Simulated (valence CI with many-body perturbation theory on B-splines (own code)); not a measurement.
# Energy levels of Pb XXXIII

Method: configuration interaction combined with many-body perturbation theory (CI+MBPT): four valence electrons over a frozen Dirac-Fock core [Kr] 4d10, a basis of 7 s, 7 p, 7 d, 7 f, 4 g, 2 h functions for each j, with the one-electron correlation potential Σ1, the two-electron term Σ2, the three-electron term Σ3, Breit, model QED; selected CI, second order for the rest, scaled by the run's own slope (own B-spline code, finite nucleus).

The last digits are not significant, and no measured levels were compared; by estimate large intervals hold to a few tenths of a per cent, small ones and those within an open d or f shell to about a per cent. Excitations out of the core, of the other parity, are not computed and may begin above about 199 eV (a cautious bound); beyond it only levels of the ground parity were kept, without lifetimes.

Levels 46 to 90 of 123, with energies above the lowest level, (4f5/2^4) J=4. "Leading %" is the weight of the configuration and term that name the level; weights of strongly mixed levels are sums over their largest components and can fall short. In the jj column 3d3/2^4 stands for four electrons in 3d with j = 3/2. Lifetimes count E1, E2, E3, M1 and M2 decay at the calculated energies, and are blank where another channel may lead or the interval is too uncertain; long ones can be off by a factor of two.

```csv
No.,Configuration,Term,J,E (cm⁻¹),Leading %,Leading jj,Lifetime,g
46,4f⁴,³H,4,179670,35,4f5/2^2 4f7/2^2 (76 %),260 μs,1.110
47,4f⁴,³F,3,181210,57,4f5/2^2 4f7/2^2 (58 %),266 μs,1.041
48,4f⁴,³H,5,183870,57,4f5/2^2 4f7/2^2 (72 %),412 μs,1.070
49,4f⁴,³H,4,185530,40,4f5/2^3 4f7/2 (52 %),245 μs,0.954
50,4f⁴,¹H,5,185710,30,4f5/2 4f7/2^3 (44 %),256 μs,1.054
51,4f⁴,³F,2,189460,40,4f5/2 4f7/2^3 (72 %),159 μs,1.138
52,4f⁴,³D,1,191330,55,4f5/2 4f7/2^3 (97 %),130 μs,0.793
53,4f⁴,³L,9,192250,66,4f5/2 4f7/2^3 (99 %),310 μs,1.074
54,4f⁴,³F,3,195160,56,4f5/2 4f7/2^3 (75 %),189 μs,1.139
55,4f⁴,³G,3,196820,46,4f5/2^2 4f7/2^2 (46 %),259 μs,1.021
56,4f⁴,³H,6,200640,44,4f5/2 4f7/2^3 (54 %),291 μs,1.060
57,4f⁴,³G,4,202510,58,4f5/2^2 4f7/2^2 (61 %),212 μs,1.023
58,4f⁴,³F,2,203910,56,4f5/2^2 4f7/2^2 (53 %),307 μs,0.919
59,4f⁴,⁵D,0,204040,42,4f5/2^2 4f7/2^2 (76 %),106 μs,
60,4f⁴,³K,8,204310,51,4f5/2^2 4f7/2^2 (96 %),1.08 ms,1.059
61,4f⁴,³K,7,207840,71,4f5/2^2 4f7/2^2 (91 %),649 μs,1.048
62,4f⁴,³H,5,208320,46,4f5/2^2 4f7/2^2 (52 %),161 μs,1.058
63,4f⁴,¹G,4,209170,43,4f5/2 4f7/2^3 (61 %),199 μs,1.032
64,4f⁴,³I,5,210280,34,4f5/2 4f7/2^3 (49 %),223 μs,1.044
65,4f⁴,¹K,7,215810,56,4f5/2 4f7/2^3 (87 %),240 μs,1.046
66,4f⁴,³H,6,216920,40,4f5/2 4f7/2^3 (48 %),351 μs,1.069
67,4f⁴,¹D,2,220740,55,4f5/2 4f7/2^3 (70 %),178 μs,1.028
68,4f⁴,³F,3,223220,57,4f5/2^2 4f7/2^2 (52 %),279 μs,1.117
69,4f⁴,¹N,10,224800,72,4f5/2 4f7/2^3 (81 %),272 μs,1.024
70,4f⁴,³F,4,225170,39,4f5/2 4f7/2^3 (63 %),177 μs,1.156
71,4f⁴,³K,8,227180,40,4f7/2^4 (82 %),110 μs,1.058
72,4f⁴,³F,4,230350,39,4f5/2 4f7/2^3 (53 %),239 μs,1.151
73,4f⁴,³P,1,232590,69,4f5/2^2 4f7/2^2 (68 %),137 μs,1.335
74,4f⁴,³H,6,233700,47,4f5/2 4f7/2^3 (54 %),152 μs,1.091
75,4f⁴,³G,5,240180,34,4f5/2 4f7/2^3 (55 %),121 μs,1.059
76,4f⁴,³G,3,242350,60,4f5/2 4f7/2^3 (70 %),117 μs,0.911
77,4f⁴,¹I,6,242390,44,4f5/2 4f7/2^3 (53 %),352 μs,1.025
78,4f⁴,³G,4,244460,35,4f5/2 4f7/2^3 (55 %),167 μs,1.015
79,4f⁴,³D,2,246370,46,4f5/2^2 4f7/2^2 (48 %),303 μs,1.165
80,4f⁴,³G,5,250680,41,4f5/2 4f7/2^3 (34 %),208 μs,1.093
81,4f⁴,¹D,2,252810,32,4f7/2^4 (66 %),117 μs,1.116
82,4f⁴,¹L,8,255520,50,4f5/2 4f7/2^3 (93 %),235 μs,1.055
83,4f⁴,³G,3,258290,48,4f5/2 4f7/2^3 (55 %),141 μs,0.997
84,4f⁴,³G,5,264310,43,4f7/2^4 (49 %),127 μs,1.072
85,4f⁴,³I,7,264730,71,4f5/2 4f7/2^3 (92 %),,1.102
86,4f⁴,¹D,2,267100,40,4f5/2 4f7/2^3 (40 %),111 μs,1.042
87,4f⁴,³F,4,271820,43,4f5/2 4f7/2^3 (36 %),149 μs,1.087
88,4f⁴,¹I,6,281230,42,4f5/2^2 4f7/2^2 (61 %),250 μs,1.060
89,4f⁴,¹G,4,284590,32,4f5/2^2 4f7/2^2 (49 %),119 μs,1.011
90,4f⁴,¹F,3,291100,56,4f5/2 4f7/2^3 (82 %),197 μs,1.109
```

Where two levels of one J and parity lie close, their mixing, g and order are uncertain.
